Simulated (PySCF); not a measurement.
## Shifts of the heteroatoms

Atom-mapped SMILES (the numbers label the heavy atoms): `[SiH3:1][C:2]#[C:3][SiH2:4][SiH2:5][O:6][SiH3:7]`; H(Xn) means a hydrogen on atom n.

[PySCF 2.14.0 with density-fitted response routines: GFN2-xTB structure; GIAO PBE0/pcSseg-1 shieldings; isolated molecule; one computed conformer; equivalent nuclei averaged; no relativistic terms]

(1) Predict the 29Si NMR data.

(2) What are the 17O shifts?

Answers

(1) 
```csv
atoms,environment,σ (ppm),δ (ppm)
Si5,"silicon bonded to O, Si, 2 H",379.6,-32.1
Si7,"silicon bonded to O, 3 H",390.4,-40.9
Si1,"silicon bonded to C, 3 H",448.6,-88.8
Si4,"silicon bonded to C, Si, 2 H",456.1,-95.0
```

Shieldings were converted by a linear fit to measured shifts: 29Si: δ = 279.94 − 0.822σ (rms 8.9 ppm, 72 shifts, 25.8 ppm with the 6 outliers that the fit left out vs TMS, solution or neat liquid). A few per cent of atoms miss by over 2 rms, more outside the fitted compound classes.

On a 400 MHz spectrometer 29Si resonates near 79.5 MHz, so 1 ppm is 79.5 Hz.

(2) 
```csv
atoms,environment,σ (ppm),δ (ppm)
O6,oxygen bonded to 2 Si,348.2,-50.5
```

Shieldings were converted by a linear fit to measured shifts: 17O: δ = 266.70 − 0.911σ (rms 10.7 ppm, 155 shifts, 12.2 ppm with the 3 outliers that the fit left out vs liquid water, solution or neat liquid). A few per cent of atoms miss by over 2 rms, more outside the fitted compound classes.

On a 300 MHz spectrometer 17O resonates near 40.7 MHz, so 1 ppm is 40.7 Hz.
